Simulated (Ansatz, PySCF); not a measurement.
Species: C$_{4}$H$_{7}$O, charge 0, multiplicity 2. It need not be the lowest isomer of its formula. 
Coordinates optimised at B3LYP-D3(BJ)/def2-TZVP (Ansatz, a first-principles code):
SMILES: [CH2]C(C)C=O
```xyz
12

C     -0.9490    -1.0126    -0.7098
C      0.2445    -0.1592    -0.5083
C      1.4775    -0.9371    -0.0034
C     -0.0127     1.0292     0.3962
O     -1.0713     1.3209     0.8849
H     -1.9155    -0.6963    -0.3481
H     -0.8617    -1.9417    -1.2547
H      0.5466     0.3001    -1.4686
H      1.7415    -1.7230    -0.7108
H      2.3408    -0.2778     0.1075
H      1.2690    -1.4026     0.9607
H      0.8881     1.6519     0.5872
```
Charge 0, spin multiplicity 2.

Total electronic energies in hartree. Correlated levels leave the core frozen unless marked. UHF or UKS for open shells. Spin-orbit coupling is left out. No relativistic terms. Basis-set limits of correlation are two-point, X^-3; Hartree-Fock from the larger set. The bracket is a focal-point correction in the basis named.

| level | program | energy (Eh) |
|---|---|---|
| HF/6-31G | Ansatz | -230.25073 |
| RI-HF/cc-pVTZ | Ansatz | -230.43799 |
| PBE/def2-TZVPD | PySCF | -231.58050 |
| PBE-D3(BJ)/def2-TZVPD | Ansatz + dftd3 | -231.58903 |
| revPBE/def2-TZVPD | Ansatz | -231.80753 |
| r2SCAN-D3(BJ)/def2-TZVPD | Ansatz + dftd3 | -231.74682 |
| B3LYP-D3(BJ)/def2-TZVPD | Ansatz + dftd3 | -231.89861 |
| PBE0-D3(BJ)/def2-TZVPD | Ansatz + dftd3 | -231.60962 |
| MP2/STO-3G | Ansatz | -227.69013 |
| MP2/cc-pVTZ | Ansatz | -231.31567 |
| RI-MP2/CBS(cc-pVTZ,cc-pVQZ) | Ansatz | -231.4333 |
| SCS-MP2/STO-3G | Ansatz | -227.70684 |
| CCSD/STO-3G | Ansatz | -227.77686 |
| CCSD(T)/cc-pVTZ | Ansatz | -231.39454 |
| RI-MP2/CBS(cc-pVTZ,cc-pVQZ)+[CCSD(T)-MP2]/cc-pVTZ | Ansatz | -231.5121 |

Totals of different functionals don't rank their quality; only differences between species are comparable.
